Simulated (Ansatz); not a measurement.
Cost against result

Saddle point of GeNH$_{5}$O, closed shell (GeNH₅O ([NH2][GeH2][OH]) → GeNH₃ ([NH][GeH2]) + H₂O; bonds formed: O2–H4; bonds broken: Ge1–O2, N3–H4), PBE0-D4/def2-TZVP structure:

```csv
atom,x (Å),y (Å),z (Å)
Ge1,-0.1877,0.4955,0.6515
O2,0.1532,0.1667,-1.3519
N3,0.2173,-1.2093,0.7034
H4,0.3148,-0.7695,-0.8520
H5,0.7040,1.6949,1.0360
H6,-1.6638,0.9189,0.5422
H7,-0.6060,0.1205,-1.9456
H8,1.0683,-1.4177,1.2162
```

Barriers are electronic and count from the start structure reached by relaxing down the imaginary mode.

Computed with Ansatz 0.2.0 (basis: as named in each row); correlated methods freeze the cores. Filled d shells of the heavier atoms are correlated. The def2 sets are not built for correlating such inner shells, so the correlated values are less sure here. B3LYP uses VWN-RPA correlation. Extrapolation: Hartree–Fock as exp(−7.88 √X), correlation as X^−2.97.

Times are rough, for one single point on 4 threads of a shared host (Intel Xeon).

The estimate by CCSD(T) at an estimated basis limit (MP2 extrapolated from triple and quadruple zeta, plus CCSD(T) − MP2 in triple zeta) is 2.469 eV.

| method | basis | time (s) | barrier (eV) | method less estimate |
| --- | --- | --- | --- | --- |
| HF | STO-3G | 1 | 3.930 | 1.461 |
| SPW92 | def2-SVP | 2 | 1.989 | -0.480 |
| PBE-D4 | STO-3G | 3 | 1.891 | -0.578 |
| PBE-D4 | def2-SVP | 3 | 2.100 | -0.368 |
| B3LYP-D4 | 6-31G | 4 | 2.521 | 0.053 |
| SPW92 | def2-TZVPP | 6 | 2.063 | -0.406 |
| BLYP-D4 | def2-TZVPP | 6 | 2.229 | -0.240 |
| PBE0-D4 | def2-SVP | 6 | 2.363 | -0.105 |
| PBE-D4 | def2-TZVPP | 8 | 2.174 | -0.295 |
| PBE0-D4 | def2-TZVPP | 8 | 2.422 | -0.046 |
| BHLYP-D4 | def2-TZVPP | 9 | 2.705 | 0.237 |
| B3LYP-D4 | def2-TZVPP | 10 | 2.431 | -0.038 |
| r2SCAN-D4 | def2-TZVPP | 10 | 2.376 | -0.093 |
| CAM-B3LYP-D4 | def2-TZVPP | 11 | 2.537 | 0.068 |
| wB97M-V | def2-SVP | 13 | 2.420 | -0.049 |
| r2SCAN0-D4 | def2-TZVPP | 13 | 2.535 | 0.066 |
| RPA on PBE | def2-TZVPP | 15 | 2.446 | -0.023 |
| CCSD(T) | def2-SVP | 16 | 2.501 | 0.033 |
| B97M-V | def2-TZVPP | 16 | 2.472 | 0.004 |
| wB97X-V | def2-TZVPP | 16 | 2.575 | 0.106 |
| PBE-QIDH | def2-TZVPP | 17 | 2.552 | 0.084 |
| wB97M-V | def2-TZVPP | 18 | 2.487 | 0.019 |
| B2PLYP | def2-TZVPP | 18 | 2.464 | -0.005 |
| MP2 | def2-QZVPP | 51 | 2.444 | -0.025 |
| CCSD(T) | def2-TZVPP | 100 | 2.507 | 0.038 |

All methods are single points on the PBE0-D4 structures.

No T1 diagnostic of these runs exceeds 0.018.

Labels in which every atom is bracketed show which atoms are joined, not bond orders.
